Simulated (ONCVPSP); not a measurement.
Configuration tests for phosphorus (ONCV)

```json
{"Element": "P", "Generator": "ONCVPSP 4.0.1", "Type": "optimised norm-conserving Vanderbilt (ONCV)", "Functional": "LDA (Perdew-Wang 92)", "Relativity": "non-relativistic", "Frozen core": "[Ne]", "Valence charge": "5", "Reference configuration": "3s2 3p2 (charge +1)", "Partial waves": "3s: rc 1.45 bohr, ncon 5, nbas 8, qcut 4.7 1/bohr, 2 projectors, debl 4 Ha; 3p: rc 1.50 bohr, ncon 4, nbas 8, qcut 6 1/bohr, 1 projector; d scattering state at 0.04 Ha: rc 1.30 bohr, ncon 4, nbas 7, qcut 7.4 1/bohr, 2 projectors, debl 1.1 Ha", "Local potential": "polynomial inside 1.10 bohr (lpopt 4, dvloc0 0 Ha)", "Core correction": "polynomial model core, fcfact 0.2"}
```

Energies are relative to the spin-unpolarised reference configuration 3s2 3p2; without spin polarisation the order of configurations can differ from experiment.

| valence configuration | charge | ΔE all-electron (eV) | error AE − PS (meV) |
| --- | --- | --- | --- |
| 3s2 3p1 | +2 | 19.256 | +8.5 |
| 3s1 3p4 | 0 | -1.418 | +1.8 |

(1) What are ΔE and the potential's error for 3s2 3p0?

(2) What are ΔE and the potential's error for 3s2 3p3?

Levels in the configuration 3s1 3p4:

| level | all-electron (eV) | pseudo (eV) |
| --- | --- | --- |
| 3s | -14.636 | -14.642 |
| 3p | -6.155 | -6.159 |

## Answers

(1) ΔE = 49.156 eV all-electron; the error (AE − PS) is +42 meV.

(2) ΔE = -9.827 eV all-electron; the error (AE − PS) is +3.8 meV.
